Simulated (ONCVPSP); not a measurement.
# Building the ONCV potential for Cs (LDA (Perdew-Wang 92), fully relativistic).

ONCVPSP 4.0.1 input, shortened (lines: element, Z, core and valence counts, functional; n l f; lmax; l rc ep ncon nbas qcut; lloc lpopt rc5 dvloc0; l nproj debl; icmod fcfact rcfact), LDA (Perdew-Wang 92), fully relativistic:

```
  Cs 55.00    9    3  -001012      upf
    1    0    2.00
    2    0    2.00
    2    1    6.00
    3    0    2.00
    3    1    6.00
    3    2   10.00
    4    0    2.00
    4    1    6.00
    4    2   10.00
    5    0    2.00
    5    1    6.00
    6    0    1.00
    2
    0    3.00    0.00    4    9    4.50
    1    2.80    0.00    5    8    4.60
    2    2.80    0.23    3    6    3.30
    2    5    2.80    0.00
    0    2    3.90
    1    2    3.10
    2    0    0.60
    3    2.50    1.80
```

Open shells are filled in proportion to 2j + 1.

In the d channel the program set the typed energies aside and used 0.050 Ha (j = l + 1/2; the other j can differ).

All-electron outer shells of the reference configuration (LDA (PZ), scalar-relativistic, ld1.x):

```csv
shell,level (eV),outermost node (bohr),outermost maximum (bohr)
5s,-26.90,0.82,1.54
5p,-13.61,0.89,1.76
6s,-2.23,2.10,4.68
```

Calculated quality:

- Cutoffs needed: 7.1 Ha and 9.3 Ha (the cutoffs (Ha) at which the residual kinetic energy of the hardest occupied pseudo-wave falls to 1 and 0.1 mHa per electron)
- Ghost test: no bound ghost flagged; no localised positive-energy state flagged
- Largest excitation error: -25 meV (all-electron minus pseudo) for 5s2 5p5 6s1, out of 4 test configurations
- rms error of d²Exc/dni dnj: 7.31 mHa without and 1.58 mHa with the model core

Generation and tests took about 7 s on one core of a shared server CPU.
